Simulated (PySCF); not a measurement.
C²⁺: excitation energy

C²⁺ [He] 2s2 (1S) → C²⁺ [He] 2p2 (3P), as a difference of total energies. Calculation: PySCF 2.14, in aug-cc-pwCVDZ (5s4p2d, 27 functions); the non-relativistic Hamiltonian (point nucleus). Correlated levels: valence: 1s2 frozen; valence and next inner shell: nothing frozen. The calculations carry no spin-orbit coupling.

```csv
method,excitation energy (eV)
UHF,15.549
LDA,14.143
PBE,14.261
PBE0,14.761
r2SCAN,14.305
B2PLYP,15.599
BHandHLYP,15.416
M06-2X,15.773
TPSSh,14.772
MP2 (valence),16.554
SCS-MP2 (valence),16.857
MP2 (valence and next inner shell),16.522
SCS-MP2 (valence and next inner shell),16.845
```

How much does correlation contribute at MP2 (valence and next inner shell)?

16.522 − (15.549) = 0.973 eV, measured against UHF.

A first-order spin-orbit estimate (lowest level to lowest level, LS coupling) adds -0.006 eV.
